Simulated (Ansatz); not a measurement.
**Nudged elastic band run: CH$_{5}$F$_{2}$NOSi**

Input file:

```yaml
crystal:
  periodic: [false, false, false]
  atoms:
    - { symbol: "N", position_ang: [-0.231385, -2.011483, 0.734557] }
    - { symbol: C, position_ang: [-0.103982, -0.487645, 0.616208] }
    - { symbol: F, position_ang: [0.994743, 0.046779, 1.34977] }
    - { symbol: O, position_ang: [0.064505, -0.242621, -0.813096] }
    - { symbol: Si, position_ang: [0.014386, 1.455915, -1.184236] }
    - { symbol: F, position_ang: [-1.484846, 2.039609, -0.811517] }
    - { symbol: H, position_ang: [0.715102, -2.361984, 0.370178] }
    - { symbol: H, position_ang: [-0.129758, -2.182347, 1.789268] }
    - { symbol: H, position_ang: [-1.065853, -0.051205, 1.047161] }
    - { symbol: H, position_ang: [1.022192, 2.237022, -0.455222] }
    - { symbol: H, position_ang: [0.270196, 1.500861, -2.622571] }
basis:
  gaussian: { orbitals: STO-3G }
hamiltonian:
  xc: pbe
  dispersion: d4
neb:
  order_check: false
  images: 5
  f_tol: 0.03
  max_iterations: 60
  initial_path: idpp
  spring: 0.1
  final_atoms:
    - { symbol: "N", position_ang: [-0.22217222, -1.91684217, 0.64724869] }
    - { symbol: C, position_ang: [-0.26898, -0.41880132, 0.85564609] }
    - { symbol: F, position_ang: [1.0301092, 0.24794807, 0.64408601] }
    - { symbol: O, position_ang: [-1.1099685, 0.22801072, -0.10320498] }
    - { symbol: Si, position_ang: [0.00410693, 1.32115953, -0.9635776] }
    - { symbol: F, position_ang: [-1.09873697, 1.92033504, -2.04235459] }
    - { symbol: H, position_ang: [0.2390868, -2.06685344, -0.30489334] }
    - { symbol: H, position_ang: [0.50531979, -2.28174768, 1.33960922] }
    - { symbol: H, position_ang: [-0.5715658, -0.25824761, 1.93971005] }
    - { symbol: H, position_ang: [0.505231, 2.48327122, -0.21660356] }
    - { symbol: H, position_ang: [1.05286977, 0.68466864, -1.77516598] }
```

Run as:

```bash
$ ansatz run input.yaml --threads 1 --pin off --max-ram 2048MiB --backend cpu --events-out ev --progress --plain --runs-dir out
```

Output, in part (warnings, iteration lines, the closing report on the highest movable image, with atoms numbered from 0):

```
NEB end point (image 0): max|allowed force component| = 6.896e-3 eV/Å (the criterion of neb.relax_end_points is 1.000e-2)
NEB end point (image 6): max|allowed force component| = 6.597e-3 eV/Å (the criterion of neb.relax_end_points is 1.000e-2)
NEB iter   1: max|band force component| = 1.274e0 eV/Å  barrier→ = 0.3256 eV  barrier← = 0.3746 eV  Δτ_max = 0.1510 Å  (165 SCF iters)
NEB iter   2: max|band force component| = 4.682e-1 eV/Å  barrier→ = 0.1559 eV  barrier← = 0.2049 eV  CI = image 3  Δτ_max = 0.1645 Å  (130 SCF iters)
NEB iter   3: max|band force component| = 3.143e-1 eV/Å  barrier→ = 0.1042 eV  barrier← = 0.1532 eV  CI = image 3  Δτ_max = 0.1774 Å  (126 SCF iters)
NEB iter   4: max|band force component| = 2.353e-1 eV/Å  barrier→ = 0.0745 eV  barrier← = 0.1234 eV  CI = image 3  Δτ_max = 0.2000 Å  (128 SCF iters)
NEB iter   5: max|band force component| = 1.696e-1 eV/Å  barrier→ = 0.0573 eV  barrier← = 0.1063 eV  CI = image 3  Δτ_max = 0.1664 Å  (128 SCF iters)
NEB iter   6: max|band force component| = 1.345e-1 eV/Å  barrier→ = 0.0514 eV  barrier← = 0.1004 eV  CI = image 3  Δτ_max = 0.0475 Å  (129 SCF iters)
NEB iter   7: max|band force component| = 6.349e-2 eV/Å  barrier→ = 0.0481 eV  barrier← = 0.0971 eV  CI = image 3  Δτ_max = 0.0325 Å  (135 SCF iters)
NEB iter   8: max|band force component| = 6.398e-2 eV/Å  barrier→ = 0.0478 eV  barrier← = 0.0968 eV  CI = image 3  Δτ_max = 0.0125 Å  (127 SCF iters)
NEB iter   9: max|band force component| = 4.294e-2 eV/Å  barrier→ = 0.0476 eV  barrier← = 0.0966 eV  CI = image 3  Δτ_max = 0.0163 Å  (108 SCF iters)
NEB iter  10: max|band force component| = 1.559e-2 eV/Å  barrier→ = 0.0475 eV  barrier← = 0.0965 eV  CI = image 3  Δτ_max = 0.0000 Å  (246 SCF iters)
Total energy: -17721.09278749 eV, -651.2381481520 hartree
Atom 0 at    -0.327729    -1.992285     0.787092 Å, force    -0.007054    -0.003430     0.003566 eV/Å
Atom 1 at     0.029107    -0.510563     0.625464 Å, force     0.008881    -0.001336    -0.003764 eV/Å
Atom 2 at     1.423638    -0.238935     0.768741 Å, force    -0.001276     0.000984     0.000407 eV/Å
Atom 3 at    -0.407912    -0.163515    -0.717399 Å, force     0.001682     0.002632     0.001722 eV/Å
Atom 4 at    -0.142474     1.529659    -1.049491 Å, force    -0.009360    -0.005304     0.000503 eV/Å
Atom 5 at    -1.577863     2.076867    -1.649520 Å, force     0.007499     0.000425    -0.000480 eV/Å
Atom 6 at     0.278373    -2.472645     0.043494 Å, force     0.000351     0.004109    -0.001771 eV/Å
Atom 7 at     0.182254    -2.268487     1.689926 Å, force     0.001645     0.000455    -0.000047 eV/Å
Atom 8 at    -0.522804     0.045589     1.454846 Å, force    -0.001255    -0.000046     0.000459 eV/Å
Atom 9 at     0.242297     2.279906     0.152431 Å, force    -0.000313    -0.000025     0.000238 eV/Å
Atom 10 at     0.888411     1.657310    -2.085084 Å, force    -0.000800     0.001534    -0.000833 eV/Å
Dipole moment:     0.336517     0.132538     0.124828 e Å
```

The run converged. Another band between the same ends (5 images) ends at a top of the same energy, where a vibrational analysis finds 1 clearly imaginary mode. Limits of this set-up: minimal basis.

Final band (atoms are numbered from 1 in the order of the input):

```json
{"image": "0", "path coordinate (Å)": "0.00", "energy (eV)": "0.000", "dihedral C2–O4–Si5–H10 (°)": "57"}
{"image": "1", "path coordinate (Å)": "0.71", "energy (eV)": "0.007", "dihedral C2–O4–Si5–H10 (°)": "41"}
{"image": "2", "path coordinate (Å)": "1.43", "energy (eV)": "0.032", "dihedral C2–O4–Si5–H10 (°)": "18"}
{"image": "3", "path coordinate (Å)": "2.14", "energy (eV)": "0.048", "dihedral C2–O4–Si5–H10 (°)": "-10"}
{"image": "4", "path coordinate (Å)": "2.89", "energy (eV)": "0.027", "dihedral C2–O4–Si5–H10 (°)": "-36"}
{"image": "5", "path coordinate (Å)": "3.64", "energy (eV)": "-0.037", "dihedral C2–O4–Si5–H10 (°)": "-57"}
{"image": "6", "path coordinate (Å)": "4.38", "energy (eV)": "-0.049", "dihedral C2–O4–Si5–H10 (°)": "-70"}
```

Time of the run: 3.6 min on 1 thread of Arm Neoverse N1, with other jobs on the host, peak memory 0.11 GiB.
